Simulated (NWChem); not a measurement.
A series in which one site is exchanged, each optimised at PBE0/def2-SVP with NWChem, gas phase unless a solvent is named. For some, no frequency run checked for a minimum. def2 effective core potentials on Sn; no spin-orbit coupling.

A: CCF (C2H5F; site = C)
B: [CH3][SnH2][F] (CH5FSn; site = Sn)
C: F[SiH2]C (CH$_{5}$FSi; site = Si)
D: [CH3][GeH2][F] (CH5FGe; site = Ge)

Question: Rank them by orbital gap (eV), PBE0/def2-SVP, lowest first.

Answer: B (8.52), D (9.68), C (10.20), A (11.18)
